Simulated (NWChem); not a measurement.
CaH₂S₂; SMILES [SH][Ca][SH]

```xyz
5

Ca    -0.0151    -0.2530     0.6906
S     -0.0534    -2.8315     0.5143
H      0.4742    -2.8741    -0.7311
S     -0.2738     2.2411     0.0633
H     -1.4835     2.0917    -0.5244
```
Atoms are numbered in this order, from 1.

Program: NWChem. All runs use the structure optimised with PBE0/def2-SVP. GIAO values for the isolated, static molecule; σ is the absolute isotropic shielding, δ = σ(reference) − σ with the isolated reference molecule computed at the same levels (1H: tetramethylsilane).

### Question
What does the run give for LDA (Slater exchange, VWN5)/pcSseg-1? Quantities: σ Ca1 (ppm); σ S2 (ppm); δ H3 (ppm).

### Answer
```yaml
"σ Ca1 (ppm)": 763.2
"σ S2 (ppm)": 605.9
"δ H3 (ppm)": 0.57
```
